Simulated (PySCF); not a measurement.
## Dipole response of Ga⁻ (gallium, charge -1)

[Ar] 3d10 4s2 4p2, high-spin 3P determinant. All numbers are calculated (PySCF 2.14, scalar relativity by spin-free X2C-1e, in aug-cc-pVQZ-DK). Coupled (time-dependent) response in atomic units; α is the mean over directions.

| method | mean α (bohr³) | α xx, yy, zz | C₆ (like pair) | S(−4) |
| --- | --- | --- | --- | --- |
| UHF | 406.4 | 183.7, 517.9, 517.6 | 7902 | 165600 |

S(−4) is the Cauchy moment in α(ω) = α(0) + S(−4) ω² + …

Spin-orbit coupling is absent.

α(iu) at UHF:

```csv
u (hartree),α(iu) (bohr³)
0,406.4
0.0500,235.1
0.100,130.8
0.200,56.77
0.300,31.90
0.500,14.47
0.750,7.507
1.00,4.703
1.50,2.448
2.00,1.546
3.00,0.8021
5.00,0.3359
```

A single London oscillator, α(iu) = α/(1 + u²/ω²), gives C₆ = (3/4) ω α². Matching the computed C₆ needs ω = 4 × 7902 / (3 × 406.4²) = 0.0638 hartree.

For an ion, C₆ is the dispersion term alone; charge-induced terms of lower order in 1/R come first.

The components differ because the open shell of this determinant is not spherical; for a pure term their mean is the scalar polarisability.
